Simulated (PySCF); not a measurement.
# Dipole moment and polarisability of TiH4

Species: TiH4 (singlet state).
Cartesian coordinates in Å at the PBE0-D3(BJ)/def2-SVP level; atoms count from 1:
```xyz
5
TiH4 angstrom
Ti    -0.0001   -0.0001    0.0001
H      0.0115   -0.0170    1.6848
H      1.5845    0.0101   -0.5716
H     -0.8019    1.3789   -0.5423
H     -0.7940   -1.3720   -0.5710
```

Level: wB97X-D/def2-SVPD (PySCF), static field, nuclei fixed, core orbitals frozen in the response. The polarisability tensor in these axes (au):

```
x   48.26  0.00  0.01
y    0.00 48.28  0.00
z    0.01  0.00 48.30
```

What are the eigenvalues, a third of the trace, and Δα (Δα² = ½Σ(αi − αj)² over the three pairs)?

Principal values 48.26, 48.28 and 48.30 au; mean 48.28 au = 7.15 Å³ = 7.96 × 10⁻⁴⁰ C²·m²/J; Δα = 0.04 au (0 % of the mean). Point group Td makes the tensor isotropic, so any spread comes from the grid or from a geometry that is symmetric only within 0.08 Å.

What is the dipole moment?

0.00 D; point group Td allows none.

What would n − 1 = 2πNα be for an ideal gas of these molecules at 350 K and 1 atm, electronic part alone?

N = p/kT = 2.0968 × 10¹⁹ cm⁻³, so n − 1 = 2π × N × 7.15 × 10⁻²⁴ cm³ = 943 × 10⁻⁶ at long wavelengths, for an ideal gas.

In TDDFT the mean static polarisability is Σ f/ω² over all singlet excitations (ω in hartree). How much of it do the 15 lowest give? Their energies (eV) and oscillator strengths: 3.35, 0.0000; 3.35, 0.0000; 3.36, 0.0000; 3.69, 0.0011; 3.69, 0.0011; 3.69, 0.0011; 4.46, 0.0000; 4.46, 0.0000; 4.46, 0.0000; 4.70, 0.0000; 4.70, 0.0000; 4.77, 0.0000; 4.77, 0.0000; 4.91, 0.0135; 4.91, 0.0134.

They add up to 1.01 au, 2.1 % of the 48.28 au; the largest single term is 0.42 au, from the state at 4.91 eV. Terms in order: 0.00, 0.00, 0.00, 0.06, 0.06, 0.06, 0.00, 0.00, 0.00, 0.00, 0.00, 0.00, 0.00, 0.42, 0.41 au. Higher excitations give the rest. The strengths listed sum to 0.030.

What molar refraction does this α imply?

Lorentz–Lorenz: R = (4π/3)N_A α = 2.5225 cm³/(mol·Å³) × 7.15 Å³ = 18.0 cm³/mol, in the limit of long wavelengths.

Isolated species at its PBE0-D3(BJ)/def2-SVP geometry, gas phase.

The run behind these numbers computed excited states as well. The run took 2.3 s of wall time on one thread, Arm Neoverse V1, shared host.
